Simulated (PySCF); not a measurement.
Compound: CH6P2Si.
Structure used (PBE0-D3(BJ)/def2-SVP), in Å, numbered top down from 1:
```xyz
10
CH6P2Si angstrom
Si    -1.2476    0.4417    0.2029
C      0.0143   -0.8011   -0.4721
P      1.3139   -1.2196    0.7777
P      2.6826    0.2817    0.7436
H     -1.7924   -0.0449    1.5054
H     -0.5787    1.7596    0.4120
H     -2.3709    0.6004   -0.7709
H     -0.5219   -1.7319   -0.7249
H      0.4514   -0.3944   -1.3985
H      2.1000    1.0874   -0.2958
```

The calculation used core-valence-separated Tamm–Dancoff BHandHLYP/aug-pcX-1 (pcseg-1 on H, def2-SVPD on P, def2-SVPD on Si) in PySCF, non-relativistic, gas phase, PBE0-D3(BJ)/def2-SVP geometry. The energies are unshifted.

List the carbon K-edge absorption lines.

```json
{"E (eV)": "283.55", "f": "0.0021", "core hole on": "C2", "main final orbital": "LUMO (98 %)"}
{"E (eV)": "285.28", "f": "0.0303", "core hole on": "C2", "main final orbital": "LUMO+2 (38 %)"}
{"E (eV)": "285.69", "f": "0.0123", "core hole on": "C2", "main final orbital": "LUMO+1 (64 %)"}
{"E (eV)": "286.19", "f": "0.0304", "core hole on": "C2", "main final orbital": "LUMO+3 (40 %)"}
{"E (eV)": "286.48", "f": "0.0379", "core hole on": "C2", "main final orbital": "spread"}
{"E (eV)": "287.00", "f": "0.0020", "core hole on": "C2", "main final orbital": "LUMO+5 (72 %)"}
```

The first line with a tenth or more of the strongest one's intensity is at 285.28 eV (f = 0.030), with the hole on C2 (sp3 carbon bound to silicon). The strongest listed is at 286.48 eV (f = 0.038; C2).

Roots within 0.03 eV whose holes lie on the same, on equivalent or on shared atoms are summed into one line, and the highest roots are left out, as the search may have cut off their partners. Final orbitals are the ground state's empty Kohn–Sham orbitals.

What length of transition dipole belongs to the line at 285.69 eV?

From f = (2/3) ΔE |μ|² in atomic units, with ΔE = 10.499 Eh and f = 0.0123: |μ| = 0.042 au = 0.11 D.

The list ends where the root search ended, not at a threshold.

Hardware: one thread, Intel Xeon Platinum 8488C (x86_64), no GPU, shared host with 96 logical CPUs at a one-minute load of 101. Cost: 6.6 s of wall time, 0.61 GiB resident at most.

One conformer stands for the species.
